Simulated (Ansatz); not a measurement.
Reaction (ligand exchange at a B–N bond): `C=NBF` + `B[SiH2]O` → `B[SiH2]OBF` + `C=N`

Isolated molecules relaxed with PBE0-D4/def2-TZVP in Ansatz; ΔE leaves out vibrations. CCSD(T)/CBS is the MP2 limit (def2-TZVPP, def2-QZVPP) plus CCSD(T) − MP2 in def2-TZVPP, frozen cores. This one scheme is used for every species. Functionals use def2-TZVPP. Each species was taken in one conformer, which may not be the lowest.

| species | PBE0-D4 energy (Eh) |
| --- | --- |
| `C=NBF` | -219.25612 |
| `B[SiH2]O` | -392.37705 |
| `B[SiH2]OBF` | -517.10176 |
| `C=N` | -94.55263 |

Task: Work out ΔE.

Result: ΔE = (-517.10176) + (-94.55263) − (-219.25612) − (-392.37705) = -0.02122 Eh = -13.3 kcal/mol. CCSD(T)/CBS gives -16.2 kcal/mol.

Task: What do rigid-rotor, harmonic-oscillator terms from PBE0-D4/def2-TZVP frequencies (298.15 K, 1 bar) make of the CCSD(T)/CBS value? (Estimate.)

Result: Computed: ΔZPE = +0.7 kcal/mol, ΔH = -15.5 kcal/mol, ΔS = -6 J/(mol·K), ΔG = -15.1 kcal/mol.

Largest T1 diagnostic among the species: 0.014.

At CCSD(T), def2-SVP lies −1.7 kcal/mol from the extrapolated value and def2-TZVPP −0.6 kcal/mol. From PBE to PBE0 (25 % exact exchange), in def2-TZVPP and without D4, ΔE moves by −1.7 kcal/mol. Leaving LDA and LC-ωPBE aside and taking each functional with its dispersion term where it has one, the values, not all of them listed here, spread over 4.4 kcal/mol, from BHLYP-D4 to PBE-D4. LDA lies +1.5 kcal/mol from PBE without D4.
